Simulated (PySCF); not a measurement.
Point-charge models of `CC#C[C@](C)(F)C(F)=C(F)F` against its computed dipole.

Coordinates (PBE0-D3(BJ)/def2-SVP, Å) and charges (e) from the PBE0/pcSseg-1 density (PySCF):

| atom | x | y | z | Mulliken | IAO | Hirshfeld | ESP-fitted |
| --- | --- | --- | --- | --- | --- | --- | --- |
| C1 | 3.196 | 0.590 | -0.580 | -0.2099 | -0.4299 | -0.0897 | -0.5387 |
| C2 | 1.794 | 0.257 | -0.403 | -0.2789 | -0.0078 | -0.0278 | +0.2662 |
| C3 | 0.622 | -0.007 | -0.255 | +0.1528 | -0.1048 | -0.0851 | -0.4723 |
| C4 | -0.796 | -0.330 | -0.053 | -0.0353 | +0.3027 | +0.1061 | +0.6039 |
| C5 | -1.003 | -1.824 | 0.164 | -0.1888 | -0.4201 | -0.1263 | -0.6441 |
| F6 | -1.516 | 0.045 | -1.169 | -0.3024 | -0.3083 | -0.0984 | -0.2308 |
| C7 | -1.318 | 0.452 | 1.130 | +0.1145 | +0.1631 | +0.0258 | -0.1372 |
| F8 | -0.731 | 0.125 | 2.284 | -0.2592 | -0.2561 | -0.0682 | -0.1067 |
| C9 | -2.267 | 1.389 | 1.150 | +0.5722 | +0.5156 | +0.1442 | +0.3959 |
| F10 | -2.926 | 1.830 | 0.114 | -0.2121 | -0.2213 | -0.0543 | -0.1386 |
| F11 | -2.637 | 1.990 | 2.254 | -0.2319 | -0.2324 | -0.0632 | -0.1355 |
| H12 | 3.313 | 1.414 | -1.301 | +0.1587 | +0.1757 | +0.0650 | +0.1840 |
| H13 | 3.771 | -0.273 | -0.950 | +0.1550 | +0.1719 | +0.0626 | +0.1803 |
| H14 | 3.643 | 0.913 | 0.373 | +0.1574 | +0.1750 | +0.0647 | +0.1866 |
| H15 | -0.588 | -2.377 | -0.690 | +0.1383 | +0.1602 | +0.0506 | +0.2065 |
| H16 | -2.080 | -2.030 | 0.246 | +0.1315 | +0.1541 | +0.0461 | +0.1732 |
| H17 | -0.498 | -2.150 | 1.082 | +0.1382 | +0.1624 | +0.0481 | +0.2071 |

Q: What dipole does each set of charges give (1 e·Å = 4.803 D), and what does the density give?

A: The full density gives (2.31, -1.10, -0.13) D, 2.56 D in size; dipole vectors point from the negative to the positive end.

```json
{"scheme": "Mulliken", "μx": "4.00", "μy": "-2.19", "μz": "-0.19", "size (D)": "4.57", "share of the full size (%)": "178", "angle to the full dipole (°)": "3"}
{"scheme": "IAO", "μx": "3.03", "μy": "-1.89", "μz": "-0.12", "size (D)": "3.57", "share of the full size (%)": "140", "angle to the full dipole (°)": "6"}
{"scheme": "Hirshfeld", "μx": "1.70", "μy": "-0.35", "μz": "-0.13", "size (D)": "1.74", "share of the full size (%)": "68", "angle to the full dipole (°)": "14"}
{"scheme": "ESP-fitted", "μx": "2.34", "μy": "-1.14", "μz": "-0.11", "size (D)": "2.60", "share of the full size (%)": "102", "angle to the full dipole (°)": "0"}
```

Q: Which set comes closest?

A: Length of the difference vector: ESP-fitted 0.05 D, Hirshfeld 0.96 D, IAO 1.07 D, Mulliken 2.02 D. Closest: ESP-fitted. ESP charges are fitted to the potential around the molecule, whose slowest-falling term is the dipole's. 

Q: What is left for the Hirshfeld atoms' own dipoles?

A: The Hirshfeld atoms' densities add up to the full density, so μ = Σ q r + Σ (atomic dipoles). The atomic dipoles sum to (2.31, -1.10, -0.13) − (1.70, -0.35, -0.13) = (0.61, -0.75, 0.00) D, 0.96 D in size.

Q: With the origin at the mean of the coordinates, (-0.001, 0.001, 0.200) Å, which are the largest single terms, by size, of the ESP-fitted dipole along the direction of the full one?

A: C1 -6.89, C9 -5.11, H13 +3.09, H14 +2.58, F10 +2.28 D; all 17 atoms together +2.60 D. The single terms depend on the origin, their sum doesn't.

Q: Give the size of the full dipole in other units.

A: 2.56 D = 1.007 au = 0.533 e·Å = 8.54 × 10⁻³⁰ C·m.

One conformer (not necessarily the lowest) at the PBE0-D3(BJ)/def2-SVP geometry, without solvent, vibrations or thermal averaging.

Shape of the structure used: `[CH3:1][C:2]#[C:3][C@:4]([CH3:5])([F:6])[C:7]([F:8])=[C:9]([F:10])[F:11]`: C3–C4–C7–F8 -64°.
